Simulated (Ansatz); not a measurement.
`FC[TeH]` → `[CH]F` + H₂Te at 500 K and 1 bar (formal loss of a carbene).

Gas-phase electronic energies from Ansatz, PBE0-D4/def2-TZVP geometries. CCSD(T)/CBS adds triple-zeta CCSD(T) − MP2 to the extrapolated MP2 energy (def2 sets, frozen cores). This one scheme is used for every species. Elements past krypton have def2 core potentials. For Te outer-core shells are correlated without core-valence functions, which leaves a few kJ/mol of doubt a bond.

```json
{"species": "`FC[TeH]`", "CCSD(T)/CBS energy (Eh)": "-407.34762", "H − E (kJ/mol)": "123.9", "S (J/(mol·K))": "333.9"}
{"species": "`[CH]F`", "CCSD(T)/CBS energy (Eh)": "-138.29972", "H − E (kJ/mol)": "50.0", "S (J/(mol·K))": "241.9"}
{"species": "H₂Te", "CCSD(T)/CBS energy (Eh)": "-268.91024", "H − E (kJ/mol)": "48.9", "S (J/(mol·K))": "247.6"}
```

H − E and S are ideal-gas, rigid-rotor, harmonic terms from PBE0-D4/def2-TZVP, for one conformer and one mirror image of each species. 1 Eh = 2625.50 kJ/mol, R = 8.31446 J/(mol·K).

Question: By hand: ΔE, ΔH, ΔS and ΔG.

Answer: ΔE = (-138.29972) + (-268.91024) − (-407.34762) = 0.13766 Eh = 361.4 kJ/mol. Δ(H − E) = 50.0 + 48.9 − 123.9 = -25.0, so ΔH = 336.4 kJ/mol. ΔS = 241.9 + 247.6 − 333.9 = 155.6 J/(mol·K). ΔG = 336.4 − 500 × (155.6)/1000 = 258.6 kJ/mol.

Question: By hand: the equilibrium constant, and the temperature at which ΔG would vanish if ΔH and ΔS stayed fixed.

Answer: log₁₀ K = −ΔG/(RT ln 10) = -27.0. ΔG = 0 at ΔH/ΔS = 2162 K.

The number of gas molecules changes by +1, which sets the sign of ΔS. A doubt of 5 kJ/mol in ΔE shifts log₁₀ K by 0.5 here. Other conformers and mirror images would add mixing entropy, several J/(mol·K) or more a flexible species. These are equilibria of isolated gas molecules and say nothing of rates. Largest T1 diagnostic: 0.018 (customary marks: 0.02 for closed shells, 0.045 for open ones).
